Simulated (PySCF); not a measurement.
# Deuteron quadrupole couplings in `C#C[PH+]1CCCCCC1`

Species: C₈H₁₄P (charge +1).
Geometry (GFN2-xTB, Å), atoms numbered from 1 in this order:
```xyz
23
C8H14P angstrom
C      3.7732   -0.5927   -1.4115
C      2.7516   -0.3277   -0.8337
P      1.2543    0.0399   -0.0221
C      0.3729   -1.5252    0.2385
C     -0.7739   -1.4180    1.2533
C     -1.3875   -0.0210    1.3333
C     -1.8898    0.5481   -0.0030
C     -1.0006    1.6753   -0.5301
C      0.3371    1.1876   -1.0893
H      4.6719   -0.8227   -1.9126
H      1.6292    0.6224    1.1699
H      0.0063   -1.8142   -0.7538
H      1.1023   -2.2805    0.5458
H     -0.4069   -1.6854    2.2451
H     -1.5434   -2.1434    0.9869
H     -0.6518    0.6681    1.7663
H     -2.2148   -0.0673    2.0423
H     -1.9732   -0.2409   -0.7517
H     -2.8904    0.9565    0.1377
H     -0.8307    2.4000    0.2683
H     -1.5188    2.1987   -1.3350
H      0.1817    0.6355   -2.0255
H      0.9965    2.0339   -1.3090
```

Level: PBE0/pcSseg-1 (PySCF, non-relativistic); Q(2H) = 0.00286 b; rigid geometry, the same for H and D, with no vibrational averaging.

Task: Rank these positions by the coupling χzz of a deuteron there, largest first.
A. H18 (methylene hydrogen)
B. H23 (methylene hydrogen)
C. H10 (alkyne hydrogen)
D. H11 (P–H hydrogen)
E. H20 (methylene hydrogen)

Result: C (249 kHz), A (204 kHz), E (200 kHz), B (196 kHz), D (134 kHz).

Task: Tabulate Vzz, the asymmetry η and χzz = 234.96 MHz × Q × Vzz for every hydrogen position.

Result: 
| atom | bonded to | bond length (Å) | Vzz (au) | η | χzz (kHz) |
| --- | --- | --- | --- | --- | --- |
| H10 | C1 | 1.054 | 0.3703 | 0.00 | 249 |
| H11 | P3 | 1.379 | 0.1994 | 0.01 | 134 |
| H12 | C4 | 1.097 | 0.2890 | 0.05 | 194 |
| H13 | C4 | 1.094 | 0.2930 | 0.05 | 197 |
| H14 | C5 | 1.091 | 0.2984 | 0.04 | 201 |
| H15 | C5 | 1.091 | 0.2992 | 0.04 | 201 |
| H16 | C6 | 1.097 | 0.2932 | 0.01 | 197 |
| H17 | C6 | 1.091 | 0.3004 | 0.02 | 202 |
| H18 | C7 | 1.091 | 0.3034 | 0.02 | 204 |
| H19 | C7 | 1.090 | 0.3016 | 0.03 | 203 |
| H20 | C8 | 1.092 | 0.2972 | 0.03 | 200 |
| H21 | C8 | 1.091 | 0.2986 | 0.04 | 201 |
| H22 | C9 | 1.098 | 0.2853 | 0.05 | 192 |
| H23 | C9 | 1.095 | 0.2910 | 0.05 | 196 |

Task: Average by the element that carries the hydrogen.

Result: on C: 203 kHz over 13 positions, mean bond length 1.090 Å; on P: 134 kHz over 1 position, mean bond length 1.379 Å.

Task: How does χzz go with the bond length over the 13 C–H bonds?

Result: A straight-line fit has a slope of -12.9 kHz for each 0.01 Å, with a correlation coefficient of -1.00, over lengths from 1.054 to 1.098 Å. The longer bonds have the smaller couplings here.

Task: Give the 2H NMR doublet splittings at H18 for a magnetic field along the z, y and x axes of the gradient: 3χ/2, 3χ(1 + η)/4, 3χ(1 − η)/4.

Result: With |χ| = 203.9 kHz and η = 0.020: 306, 156 and 150 kHz, to first order and without motion.

One conformer (not necessarily the lowest) at the GFN2-xTB geometry, without solvent, vibrations or thermal averaging. GFN2-xTB bond lengths can be off by several hundredths of an ångström, more for odd bonds, and the gradients follow them. A larger basis could move these couplings by a tenth or more.
